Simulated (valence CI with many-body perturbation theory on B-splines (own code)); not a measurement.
The numbers below are computed, except where a source is named.
Gd33+: magnetic and hyperfine properties of the levels

Method: configuration interaction combined with many-body perturbation theory (CI+MBPT): three valence electrons over a frozen Dirac-Fock core [Ar] 3d10, radial functions for each j: 11 s, 11 p, 10 d, 8 f, 5 g, 2 h, with the one-electron correlation potential Σ1 (screened to all orders), the two-electron term Σ2, the three-electron term Σ3, Breit, model QED; selected single and double excitations, second order for the rest, scaled by the run's own slope (own B-spline code, finite nucleus).

No measured spectrum was set against this ion. As an estimate, large intervals hold to a few tenths of a per cent, small ones and those within an open d or f shell to about a per cent.

A/g_I is the dipole constant over the nuclear g factor μ/I (μ in nuclear magnetons, uniformly magnetised nucleus), B/Q the quadrupole constant per barn. Both hold the static response of the core; the bare values leave it out. Large factors of s and p1/2 electrons are usually good to 5 to 10 %; those of open d and f shells near neutrality can be off by tens of per cent, and small factors of p3/2, d and f electrons come from cancelling terms and can be off by a factor of two or in sign, in half-filled shells by more. B is blank for J = 1/2, where it vanishes, and for nearly pure S terms. Energies count from the lowest level.

Levels are named by their leading jj configuration (3d3/2^4 stands for four electrons in 3d with j = 3/2), which in mixed levels can hold well under half, so a name can repeat and another be missing. Letters in brackets count levels of one name in rising energy.

```tsv
Level	E (cm⁻¹)	g	A/g_I (MHz)	A/g_I bare	B/Q (MHz/b)	B/Q bare
(4s^2 4p1/2) J=1/2	0	0.661	237000	228000		
(4s^2 4p3/2) J=3/2	361760	1.331	32900	31500	63500	61100
(4s 4p1/2^2) J=1/2	582330	2.309	706000	680000		
(4s 4p1/2 4p3/2) J=3/2 [a]	867340	1.677	185000	178000	51300	49300
(4s 4p1/2 4p3/2) J=5/2	918930	1.386	215000	207000	31100	29900
(4s 4p1/2 4p3/2) J=3/2 [b]	995540	0.945	-1990	-1870	51100	49200
(4s 4p1/2 4p3/2) J=1/2	1020000	1.187	-202000	-194000		
(4s 4p3/2^2) J=5/2	1251600	1.402	167000	161000	23900	23000
(4s^2 4d3/2) J=3/2	1349000	1.003	-28600	-27300	-16000	-15200
(4s 4p3/2^2) J=1/2	1382400	1.832	747000	719000		
(4s 4p3/2^2) J=3/2	1428900	1.030	-63900	-61300	267	267
(4s^2 4d5/2) J=5/2	1462900	1.204	23300	22800	21600	21000
(4p1/2^2 4p3/2) J=3/2	1590700	1.334	28000	27300	58200	55900
(4s 4p1/2 4d3/2) J=3/2 [a]	1829000	0.531	-67000	-64200	13100	12700
(4s 4p1/2 4d3/2) J=5/2	1857000	1.089	170000	163000	-8470	-7980
(4p1/2 4p3/2^2) J=3/2	1896000	1.381	-7990	-7230	-1840	-1760
(4p1/2 4p3/2^2) J=5/2	1916800	1.144	43000	41800	-272	-195
(4s 4p1/2 4d3/2) J=1/2	1953600	0.366	-289000	-278000		
(4s 4p1/2 4d3/2) J=3/2 [b]	1956700	1.335	110000	106000	8460	8150
(4s 4p1/2 4d5/2) J=5/2 [a]	1971900	1.428	119000	115000	14900	14400
(4s 4p1/2 4d5/2) J=7/2	1979000	1.255	139000	134000	-1230	-994
(4p1/2 4p3/2^2) J=1/2	1991600	0.660	226000	217000		
(4s 4p1/2 4d5/2) J=5/2 [b]	2059800	0.963	13100	12900	35200	34000
(4s 4p1/2 4d5/2) J=3/2	2090500	1.042	-74900	-71600	16700	16200
(4s 4p3/2 4d3/2) J=3/2 [a]	2242500	1.327	135000	130000	-14000	-13500
(4s 4p3/2 4d3/2) J=5/2 [a]	2246800	1.272	118000	113000	13500	12900
(4s 4p3/2 4d3/2) J=1/2 [a]	2247900	2.350	397000	382000		
(4s 4p3/2 4d5/2) J=9/2	2254000	1.331	99100	95800	77400	74600
(4s 4p3/2 4d3/2) J=7/2	2258200	1.313	114000	110000	39000	37600
(4p3/2^3) J=3/2	2277100	1.385	-7510	-6500	-41400	-39800
(4s 4p3/2 4d3/2) J=3/2 [b]	2325700	0.968	-25600	-24300	-34400	-33100
(4s 4p3/2 4d5/2) J=5/2 [a]	2330500	1.337	151000	145000	-32700	-31400
(4s 4p3/2 4d3/2) J=5/2 [b]	2354100	0.906	-30600	-29200	39200	37800
(4s 4p3/2 4d5/2) J=7/2 [a]	2384400	1.191	77600	74900	53500	51600
(4s 4p3/2 4d5/2) J=7/2 [b]	2387200	1.176	-15900	-14800	43400	41800
(4s 4p3/2 4d3/2) J=1/2 [b]	2398000	0.598	35700	34900		
(4s 4p3/2 4d5/2) J=1/2	2456800	0.675	-168000	-161000		
(4s 4p3/2 4d5/2) J=3/2 [a]	2480700	1.306	165000	159000	19200	18500
(4s 4p3/2 4d5/2) J=5/2 [b]	2483300	1.131	-47700	-45400	-25200	-24200
(4s 4p3/2 4d5/2) J=3/2 [b]	2497700	1.098	15900	15600	-51600	-49600
```

(1) Take the isotope of mass number 155, with I = 3/2, μ = -0.2591 μN and Q = 1.27 b. What is the hyperfine structure of (4s 4p1/2^2) J=1/2?

Results:

(1) From the table A = -122000 MHz. Shifts from the centre of gravity in MHz: F = 1: 152000, F = 2: -91500.
